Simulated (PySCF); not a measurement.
A structure optimised at PBE-D3(BJ)/def2-SVP, used in a PySCF frequency run:

```
Si
F 1 1.6442
C 1 1.8686 2 108.42
H 3 1.1084 1 110.45 2 178.25
H 3 1.1089 4 108.41 1 120.75
H 3 1.1090 4 108.65 5 117.90
Cl 1 2.0869 2 107.09 3 117.46
Si 1 2.3468 2 108.53 3 -127.15
H 8 1.5028 1 109.77 2 -58.01
H 8 1.5052 9 109.33 1 119.20
H 8 1.5057 9 109.42 10 119.04
```
Charge 0, spin multiplicity 1.

Problem. Write its SMILES and formula.

Solution. C[Si@@](F)([SiH3])Cl, CH6ClFSi2

Problem. What are its rotational constants (standard atomic weights)?

Solution. 2.4298, 1.7091, 1.4219 GHz
